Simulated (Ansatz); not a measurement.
`F[C](F)(F)[GeH3]` + H₂Se → `FC(F)(F)[SeH]` + GeH₄  (substitution at a C–Ge bond)

Program: Ansatz. Geometries: PBE0-D4/def2-TZVP. ΔE: electronic, gas phase. CCSD(T)/CBS is the MP2 limit (def2-TZVPP, def2-QZVPP) plus CCSD(T) − MP2 in def2-TZVPP, frozen cores. DFT in def2-TZVPP. For Ge, Se outer-core shells are correlated without core-valence functions, which leaves a few kJ/mol of doubt a bond. Scalar relativity is left out up to krypton. One conformer a species, not always the lowest.

`F[C](F)(F)[GeH3]`:

Z-matrix (Å, degrees):
```
C
F 1 1.343
F 1 1.343 2 107.0
F 1 1.343 2 106.9 3 -114.3
Ge 1 2.008 2 111.9 3 122.8
H 5 1.530 1 107.2 2 59.8
H 5 1.530 1 107.2 2 179.9
H 5 1.530 1 107.2 2 -60.2
```

H₂Se:

Z-matrix (Å, degrees):
```
Se
H 1 1.467
H 1 1.467 2 91.2
```

`FC(F)(F)[SeH]`:

Z-matrix (Å, degrees):
```
C
F 1 1.331
F 1 1.331 2 107.3
F 1 1.331 2 108.2 3 -116.6
Se 1 1.960 2 112.5 3 124.2
H 5 1.468 1 91.8 2 -60.6
```

GeH₄:

Cartesian coordinates in Å:
```
Ge 0.000 0.000 0.000
H 0.286 -0.858 -1.239
H -0.998 -0.729 0.908
H -0.594 1.345 -0.436
H 1.306 0.242 0.767
```

```
             level  ΔE (kcal/mol)  difference from CCSD(T)/CBS
           BLYP-D4            5.5                         -0.8
          BHLYP-D4            6.1                         -0.2
          PBE-QIDH            5.5                         -0.8
               PBE            5.0                         -1.3
              BLYP            5.9                         -0.4
              PBE0            5.3                         -1.0
      MP2/def2-SVP            6.0                         -0.3
SCS-MP2/def2-TZVPP            5.9                         -0.4
   CCSD/def2-TZVPP            6.5                          0.2
      HF/CBS(def2)            6.4                          0.1
       CCSD(T)/CBS            6.3                            0
```

Largest T1 diagnostic among the species: 0.012.

Leaving LDA and LC-ωPBE aside and taking each functional with its dispersion term where it has one, the values, not all of them listed here, spread over 2.3 kcal/mol, from B97M-V to BHLYP-D4. LDA lies −0.8 kcal/mol from PBE without D4.
